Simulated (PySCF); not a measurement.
# MI for M along group 12

MP2 with triple-zeta basis sets in PySCF, for the lowest determinant that a PBE0 search found; no spin–orbit coupling. De refers to high-spin ground-configuration atoms.

```csv
M,basis,"reference, frozen orbitals",state (unpaired electrons),Re (Å),ωe (cm⁻¹),De (eV)
Zn,def2-TZVPP,"UHF, 9",doublet (σ ↑),2.473,236,1.54
Hg,def2-TZVPP,"UHF, 4",doublet (σ ↑),2.695,130,0.37
```

(1) The row for M = Cd is missing. Estimate Re, ωe and De as the mean of the rows for Zn and Hg, and compare with the calculation.

Correlated steps freeze the inner cores (4 to 9 orbitals); shallow outer-core shells are correlated. Weak bonds: HgI. Basis-set superposition, not corrected here, can be much of De in a small basis, most of all at correlated wavefunction levels. These are scalar-relativistic numbers at best; spin–orbit coupling would shift them, the dissociation energy most. States were picked by a PBE0 search and need not be the measured ground states.

## Answers

(1) The means are 2.584 Å, 183 cm⁻¹ and 0.96 eV. UHF-MP2 in def2-TZVPP gives CdI as a doublet (σ ↑) with Re = 2.648 Å, ωe = 185 cm⁻¹, De = 1.15 eV, so the estimate is off by -6.4 pm, -1 % and -0.19 eV.
